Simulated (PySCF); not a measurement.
Input of a run (PBE0-D3(BJ)/def2-SVP geometry optimisation, gas phase (PySCF 2.14.0)), started from a GFN2-xTB structure with every atom displaced at random (by about 0.01 Å):
```
{"job": {"xc": "PBE0", "basis": "def2-SVP", "d3": "d3bj", "grid": 1, "shake": 0.01, "kind": "geom"}, "charge": 0, "multiplicity": 1}
B     -1.715540    -0.377350    -0.280480
P     -0.625300     0.301700     1.023070
Ge     1.339860     0.424510    -0.110610
H     -2.375800    -1.283890    -0.090690
H     -1.851290     0.244270    -1.292170
H     -0.338230    -0.824050     1.765070
H      1.801150    -0.779730    -0.897340
H      2.474640     0.687500     0.883700
H      1.348320     1.589890    -1.034260
```

Output (energies in Eh, forces in Eh/bohr):
```
step   0  E = -2445.96684451  max force = 0.030644
step   1  E = -2445.97420644  max force = 0.005231
step   2  E = -2445.97461671  max force = 0.001247
step   3  E = -2445.97470875  max force = 0.001347
step   4  E = -2445.97478094  max force = 0.001657
step   5  E = -2445.97481541  max force = 0.000972
step   6  E = -2445.97484472  max force = 0.000350
step   7  E = -2445.97486473  max force = 0.000745
step   8  E = -2445.97487535  max force = 0.000727
step   9  E = -2445.97488134  max force = 0.000526
step  10  E = -2445.97488776  max force = 0.000302
optimisation converged
```

Problem. Summarise the run.

Solution. The energy falls by 21.1 kJ/mol over 11 energy and gradient evaluations, the largest force component goes from 0.0306 to 3.0e-04 Eh/bohr, and the atoms move by 0.177 Å rms after alignment. The bond that changes most is B1–H4 (three-coordinate boron to B–H hydrogen), which lengthens by 0.068 Å. Bonds longer at the end by more than 0.005 Å: 8 of 8; shorter: 0. Among the angles that change most is B1–P2–Ge3, from 100.4° to 107.3°. Among the dihedrals that turn most is B1–P2–Ge3–H9, from 77° to 60°. The energy never rose by more than 1e-6 Eh on the way. The first step brought 92 % of the lowering.

Problem. What are the final bond lengths?

Solution. B1–P2 1.852 Å, P2–Ge3 2.305 Å, B1–H4 1.206 Å, B1–H5 1.208 Å, P2–H6 1.419 Å, Ge3–H7 1.538 Å, Ge3–H8 1.538 Å, Ge3–H9 1.535 Å. Numbering counts from 1 in the input's order; the species is `B[PH][GeH3]`.

The run used 94 basis functions and 67 SCF cycles in all. Time: 36 s wall; peak memory 0.39 GiB. Hardware: one thread of an Arm Neoverse V1, shared host with 32 logical CPUs at a one-minute load of 49.

Not checked by PBE0-D3(BJ)/def2-SVP frequencies. The numbers are those of one conformer.
